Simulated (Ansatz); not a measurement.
SnS₂⁺. Charge 1, multiplicity 2. Geometry r2SCAN-D4/def2-TZVP, that of the neutral singlet; atoms count from 1.

Cartesian coordinates in Å:
```
Sn -0.104 -1.384 -0.351
S 0.591 0.884 -0.744
S -0.487 0.500 1.094
```

In the def2 sets Sn takes a core potential; there is no spin–orbit coupling. The structure comes from a short search, and lower isomers may exist.

**Question.** Estimate the Mulliken populations from the PBE0/def2-TZVP orbitals of Ansatz.

**Answer.** 
```tsv
atom	charge (e)	spin (α − β)
Sn1	0.89	-0.08
S2	0.06	0.54
S3	0.06	0.54
```
Mulliken values and Mayer orders depend strongly on the basis.

**Question.** Where does the spin sit?

**Answer.** Summed by element: Sn -0.08, S 1.08, of 1 unpaired in all. Largest on single atoms: S2 0.54, S3 0.54, Sn1 -0.08.

**Question.** And the Mayer bond orders between bonded heavy atoms (over 0.3)?

**Answer.** Sn1–S2 0.89 (2.40 Å); Sn1–S3 0.89 (2.40 Å); S2–S3 1.45 (2.17 Å).
